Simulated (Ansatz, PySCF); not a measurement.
Gas-phase reaction (SMILES): N[SiH](N)N + O (H2O) -> N[Si](N)(N)O + [H][H] (H2); water cleaves one Si-H bond, a model of a ligand-exchange step.

Each molecule is optimised on its own at B3LYP-D3(BJ)/def2-TZVP (Ansatz, a quantum-chemistry and plane-wave program), one conformer each, not searched for the lowest. Valence correlation only, unless marked. No spin-orbit coupling. No relativistic terms. CBS marks a two-point X^-3 extrapolation of the correlation energy; Hartree-Fock from the larger set. Thermal terms are rigid-rotor harmonic-oscillator values from B3LYP-D3(BJ) frequencies (PySCF) at 298.15 K and 1 atm. 1 Eh = 627.5095 kcal/mol.

| species | E, CCSD(T)/CBS(aug-cc-pV(T+d)Z,aug-cc-pV(Q+d)Z) (Ansatz) (Eh) | E, PBE0-D4/def2-TZVPD (Ansatz + dftd4) (Eh) | H - E (Eh) | G - E (Eh) |
|---|---|---|---|---|
| N[SiH](N)N | -457.49296 | -457.83754 | 0.09539 | 0.05865 |
| O (H2O) | -76.37513 | -76.38102 | 0.02495 | 0.00353 |
| N[Si](N)(N)O | -532.73183 | -533.08524 | 0.10285 | 0.06339 |
| [H][H] (H2) | -1.17444 | -1.16831 | 0.01336 | -0.00144 |

Question: Work out ΔE and ΔH, ΔG, ΔS and the equilibrium constant at 298.15 K at the first level, then ΔH at the second.

Answer: 
1. ΔE = [(-532.73183) + (-1.17444)] - [(-457.49296) + (-76.37513)] = -0.03818 Eh = -24.0 kcal/mol at CCSD(T)/CBS(aug-cc-pV(T+d)Z,aug-cc-pV(Q+d)Z).
2. The terms H - E add up to -0.00413 Eh, so ΔH = (-0.03818 + (-0.00413))×627.5095 = -26.5 kcal/mol.
3. The terms G - E add up to -0.00023 Eh, so ΔG = -24.1 kcal/mol, and ΔS = (-0.00413 - (-0.00023))×627509.5/298.15 = -8.2 cal/(mol K).
4. log10 K = -ΔG/(RT ln 10) = 17.7, with RT ln 10 = 1.3642 kcal/mol.
5. At PBE0-D4/def2-TZVPD the same steps give ΔE = -22.0 and ΔH = -24.5 kcal/mol, a shift of +2.0 from the first level.
6. These values are not checked against measurement here, since the tables used lack a sound gas-phase enthalpy of formation for at least one species.
